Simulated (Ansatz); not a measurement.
**A ladder of methods for SiH3Br (SMILES [SiH3]Br)**

SiH3Br: 5 atoms, total charge 0, spin state singlet. SMILES: `[SiH3]Br`. Geometry: relaxed at PBE0-D4/def2-TZVP.

```xyz
5

Si   -0.1474    0.0561   -0.0432
Br    1.8530   -0.7051    0.5433
H    -1.0646   -0.1052    1.1079
H    -0.6256   -0.7313   -1.2023
H    -0.0155    1.4856   -0.4056
```

Quantity: the electronic atomisation energy, in eV. The values are calculated. Electronic energies at fixed atoms, without zero-point motion or spin-orbit coupling.

```csv
level,kind,program,value (eV),CPU time (all runs)
BLYP/def2-TZVP,GGA,Ansatz,13.62,9.2 s
revPBE/def2-TZVP,GGA,Ansatz,13.43,8.5 s
CAM-B3LYP/def2-TZVP,range-separated hybrid,Ansatz,13.97,11 s
wB97X/def2-TZVP,range-separated hybrid,Ansatz,14.06,34 s
PBE-QIDH/def2-TZVP,double hybrid,Ansatz,13.85,12 s
BCCD(T)/def2-TZVP,coupled cluster or CI,Ansatz,13.56,15 s
CCSD(T)/def2-TZVP,coupled cluster or CI,Ansatz,13.56,12 s
CCSD/def2-TZVP,coupled cluster or CI,Ansatz,?,9.4 s
```

Q: Estimate the missing values from the other rows.

A: As computed at these levels: CCSD/def2-TZVP: 13.45 eV. All-electron rows without a relativistic Hamiltonian named are non-relativistic. The values span 13.43 to 14.06 eV. In the correlated wave-function rows the outer d shell of Br is correlated, in sets not made for it. CPU times are rough (shared hosts, several kinds of processor): they show what a rung costs within a factor of a few.
